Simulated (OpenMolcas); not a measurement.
**What dynamic correlation does to the levels of W4+**

| Quantity | Value |
| --- | --- |
| Program | OpenMolcas |
| Basis | ANO-RCC-VTZP [8s7p5d3f2g1h] |
| Scalar Hamiltonian | DKH2, point nucleus |
| Active space | 2 electrons in 10 orbitals (5d 6d) |
| State averaging | 2S+1 = 3 even, 10 roots; 2S+1 = 1 even, 15 roots |
| Spin-orbit coupling | state interaction with AMFI integrals over the reference wave functions, term energies averaged over their components |

Methods on the same reference wave functions:
A. CASSCF
B. SS-CASPT2, IPEA 0.25 Eh, imaginary shift 0.1 Eh (closed shells correlated: 5s 5p)
C. XMS-CASPT2, IPEA 0.25 Eh, imaginary shift 0.1 Eh (closed shells correlated: 5s 5p)

Energies in eV above 5d² ³F₂, the measured ground level; measured values from the list in J. Phys. B 45, 065001 (2012).

```
         Level       A       B       C  Measured
       5d² ³F₂  0.0000  0.0000  0.0000    0.0000
       5d² ³F₃  0.7694   0.806   0.803          
       5d² ³F₄  1.4591   1.481   1.477    1.4282
       5d² ³P₀  1.8386   1.685   1.682    1.5918
5d² ¹D₂ [54 %]  1.9854   1.736   1.749          
       5d² ³P₁  2.2537   2.131   2.123    2.0247
       5d² ¹G₄  3.0585   2.903   2.896    2.7705
5d² ³P₂ [60 %]  3.1031   2.899   2.902    2.8040
       5d² ¹S₀  6.1307   5.513   5.563    5.3450
```

Deviations, from unrounded energies. A percentage is the sum of absolute deviations over the sum of measured energies, with the sign that they share, or ± where signs differ.

```
                        Against measurement  Levels      A     B     C
             mean absolute deviation (cm-1)       6   2500   870   910
      fine structure of the ground term (%)       1   +2.2  +3.7  +3.4
other terms of the ground configuration (%)       5  +12.7  +4.1  +4.3
```

B, C lie about equally close to measurement and A furthest from it. The largest miss of B in the table is 5d² ¹S₀, by +1400 cm-1. The ranking rests on the paired levels alone, and a cruder setting can come out closer through cancelling errors.

Between B and C the level of the table that moves most is 5d² ¹S₀, by 400 cm-1 (lowest in B, highest in C). Moves below CASPT2's spread within the term are not significant.

The mean deviations of B to C differ by less than CASPT2's widest spread within a term (570 cm-1), so their order carries little weight.

From A to B the spin-free energies of the other terms of 5d² shown, above ³F, scale by factors of 0.69 to 0.90.

The lowest spin-free term lies below A's lowest term by 0.215 hartree in B, 0.217 hartree in C.

CASPT2 does not keep the components of a term degenerate, so their means are used; among the terms shown or strongly mixed into the levels shown the widest spread is 570 cm-1 (5d² ¹G, B). Active for correlation alone: 6d; no level in the range computed is led by a configuration that fills it, so any true level of that kind is missing. Without dynamic correlation excited terms often stand tens of per cent too high (terms of higher spin than the ground term too low), and those without a measured partner can miss by more than the paired ones (holds for A). Computed and measured levels are paired by configuration, term and J; levels that our copy of the source lacks, or whose pairing is in doubt (as where it misses far off the trend of its configuration), stay unpaired and out of the deviations. Only configurations of the active space appear.

A share in square brackets marks a mixed level and gives the weight of the term that names it, the lowest over the columns.
